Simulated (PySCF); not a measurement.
Compound: Si(vinyl)3(NEt2), C10H19NSi.
InChI=1S/C10H19NSi/c1-6-11(7-2)12(8-3,9-4)10-5/h8-10H,3-7H2,1-2H3

The closed-shell ground state was solved at several levels (PySCF, density fitting, gas phase, non-relativistic). Geometry: PBE0-D3(BJ)/def2-SVP, one conformer, isolated molecule.

| level | basis functions | HOMO (eV) | LUMO (eV) | gap (eV) | dipole (D) |
| --- | --- | --- | --- | --- | --- |
| B3LYP/pcSseg-1 | 306 | -5.83 | -0.79 | 5.04 | 0.32 |
| PBE0/pcSseg-1 | 306 | -6.05 | -0.62 | 5.43 | 0.32 |

**Question.** Estimate the row for B3LYP/def2-SVPD, a basis of 396 functions; the other rows only guide the guess.

**Answer.** HOMO -5.84 eV, LUMO -0.86 eV, gap 4.98 eV, dipole 0.29 D.

**Question.** Over all these levels, which gives the widest orbital gap and which the narrowest?

**Answer.** PBE0/pcSseg-1 (global hybrid, 25 % exact exchange) has the widest, 5.43 eV, and B3LYP/def2-SVPD (global hybrid, 20 % exact exchange) the narrowest, 4.98 eV. Functional and basis both differ between the two, so the spread mixes both effects.

**Question.** How far do the dipole and the HOMO energy spread over the levels?

**Answer.** The dipole runs from 0.29 to 0.32 D (mean 0.31 D) and the HOMO from -6.05 to -5.83 eV.
